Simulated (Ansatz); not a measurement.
Gas-phase reaction R1 → P1 + P2, each structure at its B3LYP-D3(BJ)/def2-TZVP stationary point, reached from a drawn start (curvature not checked).
R1: F3Si (SMILES F[Si](F)F), charge 0, multiplicity 2.
P1: F2Si (SMILES F[Si]F), charge 0, multiplicity 1.
P2: F atom, charge 0, multiplicity 2.

P less R. No zero-point or thermal terms; singlets are restricted closed shells; open shells are unrestricted; no spin–orbit coupling.

Cores are frozen in the correlated methods.

The values were computed with Ansatz (a program for electronic structure). No computed number here is a measurement.

Problem. What is the computed reaction energy (MP2/cc-pV(Q+d)Z)?

Solution. 5.11 eV

Problem. Give the reaction energy at the level MP2/cc-pV(T+d)Z.

Solution. 4.98 eV

Problem. What reaction energy does B2PLYP/def2-TZVPP give?

Solution. 4.62 eV
